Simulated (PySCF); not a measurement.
Simulation results for AlBClH3N, CH4Al2F

All values are calculated (PySCF 2.14.0). Calculation on a computer-drawn molecule: optimised geometry and harmonic frequencies of an isolated molecule of the commonest isotopes, restricted reference for singlets and unrestricted otherwise, frozen core in MP2.

Common to all runs: basis cc-pV(D+d)Z.

```yaml
- entry: 1
  formula: AlBClH3N
  start_structure:
    atoms_angstrom:
      - [B, -0.1474, 0.5334, 2.7854]
      - ["N", -0.3084, 0.9772, 1.5684]
      - [Al, -1.5325, 0.2267, 0.305]
      - [Cl, -2.4863, -1.3535, 1.2378]
      - [H, -0.0245, 0.1137, 3.8708]
      - [H, 0.2485, 1.7709, 1.2684]
      - [H, -1.5747, 0.8988, -1.0814]
  given:
    charge: 1
    multiplicity: 1
    method: MP2
    drawn_bonds_atom: [1, 2, 3, 1, 2, 3]
    drawn_bonds_other_atom: [2, 3, 4, 5, 6, 7]
    drawn_bonds_order: [1, 1, 1, 1, 1, 1]
  results:
    optimised_atom_element: [B, "N", Al, Cl, H, H, H]
    "optimised_atom_x [angstrom]": [-0.1699, -0.2769, -1.533, -2.432, -0.1116, 0.2905, -1.593]
    "optimised_atom_y [angstrom]": [0.5176, 1.023, 0.2244, -1.336, 0.0293, 1.828, 0.88]
    "optimised_atom_z [angstrom]": [2.765, 1.551, 0.3082, 1.328, 3.837, 1.255, -1.089]
    "modes_frequency [cm^-1]": [80.97, 138.5, 281.9, 437.1, 519.1, 549.3, 563.7, 597.8, 761.6, 790.8, 989.4, 1551, 2121, 2916, 3532]
    "modes_reduced_mass [dalton]": [5.409, 2.618, 4.393, 1.165, 6.321, 1.291, 1.731, 2.046, 1.32, 1.388, 1.241, 5.481, 1.046, 1.146, 1.078]
    "rotational_constants [GHz]": [7.8, 3.239, 2.289]
    "total_energy [hartree]": -782.5989
    "convergence_status_largest_gradient_component [hartree/bohr]": 1.892e-05
- entry: 2
  formula: CH4Al2F
  start_structure:
    atoms_angstrom:
      - [C, -1.9668, 0.5579, 0.8869]
      - [Al, -0.312, -0.5451, 1.4688]
      - [Al, 1.588, -2.3963, 1.7759]
      - [F, 1.0996, -2.9658, 0.2843]
      - [H, -2.7413, 0.4919, 1.4918]
      - [H, -1.6448, 1.6058, 0.742]
      - [H, -2.334, 0.2394, -0.1604]
      - [H, 2.731, -3.2443, 2.2912]
  given:
    charge: 0
    multiplicity: 2
    method: HF
    drawn_bonds_atom: [1, 2, 3, 1, 1, 1, 3]
    drawn_bonds_other_atom: [2, 3, 4, 5, 6, 7, 8]
    drawn_bonds_order: [1, 1, 1, 1, 1, 1, 1]
  results:
    optimised_atom_element: [C, Al, Al, F, H, H, H, H]
    "optimised_atom_x [angstrom]": [-1.768, 0.155, 1.192, 1.58, -2.267, -1.95, -2.265, 1.743]
    "optimised_atom_y [angstrom]": [0.4976, 0.03407, -2.337, -3.19, 0.2155, 1.563, -0.06096, -2.978]
    "optimised_atom_z [angstrom]": [0.9416, 1.017, 1.357, -0.02042, 1.878, 0.7729, 0.1386, 2.696]
    "modes_frequency [cm^-1]": [55.97, 76.12, 112.7, 140.4, 312.9, 431.0, 585.1, 630.2, 686.6, 708.4, 821.5, 1319, 1534, 1544, 1969, 3137, 3206, 3240]
    "modes_reduced_mass [dalton]": [2.978, 1.228, 3.166, 11.53, 7.792, 1.323, 1.176, 4.258, 1.154, 1.269, 17.63, 1.222, 1.055, 1.058, 1.044, 1.036, 1.098, 1.099]
    "rotational_constants [GHz]": [11.5, 1.576, 1.52]
    "total_energy [hartree]": -623.5263
    spin_squared: 0.7874
    "convergence_status_largest_gradient_component [hartree/bohr]": 1.57e-05
```
